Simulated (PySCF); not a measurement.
A structure optimised at PBE-D3(BJ)/def2-SVP, used in a PySCF frequency run:

```
C
C 1 1.3574
H 2 1.1023 1 132.74
C 1 1.4859 2 136.79 3 5.30
H 4 1.1074 1 111.86 2 2.00
H 4 1.1109 5 108.43 1 -121.82
H 4 1.1115 5 108.41 6 -115.17
C 1 1.5178 2 92.31 3 -173.13
F 8 1.3877 1 116.60 2 -122.91
H 8 1.1150 9 107.59 1 130.02
C 2 1.5191 3 131.98 1 -177.19
H 11 1.1098 2 115.04 3 -75.46
H 11 1.1118 12 109.02 8 130.43
```
Charge 0, spin multiplicity 1.

### Question
Write its SMILES and formula.

### Answer
CC1=CC[C@@H]1F, C5H7F

### Question
What are its rotational constants (standard atomic weights)?

### Answer
4.9060, 3.6158, 2.2654 GHz
